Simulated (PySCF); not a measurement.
# Successive Si–F bond energies

Computed with PBE in PySCF with Si def2-TZVP, F def2-TZVP; no relativity; density-fitted integrals.

Each entry is the lowest minimum that a search over a few typed start shapes (and spin states, where more than one is plausible) found, or that minimum re-optimised at the stated level; isomers with ligand–ligand bonds, or fragments after loss of a ligand pair, can lie lower.

Total energies (Eh), which compare only within these settings: F atom -99.66913.

```
species  2S+1  group      E (Eh)  ZPE (kJ/mol)
   SiF₂     1    C2v  -489.04043          11.6
   SiF₃     2    C3v  -588.88396          21.0
   SiF₄     1     Td  -688.80966          32.0
```

Problem. What are De and D0 for SiF₃ → SiF₂ + F?

Solution. De = [(-489.04043) + (-99.66913) − (-588.88396)] × 2625.5 = 458 kJ/mol. The zero-point energy changes by -9.4 kJ/mol, so D0 = 448 kJ/mol.

Problem. What are De and D0 for SiF₄ → SiF₃ + F?

Solution. De = [(-588.88396) + (-99.66913) − (-688.80966)] × 2625.5 = 674 kJ/mol. The zero-point energy changes by -10.9 kJ/mol, so D0 = 663 kJ/mol.

Atoms and open shells are unrestricted, without spin–orbit or basis-set superposition corrections.
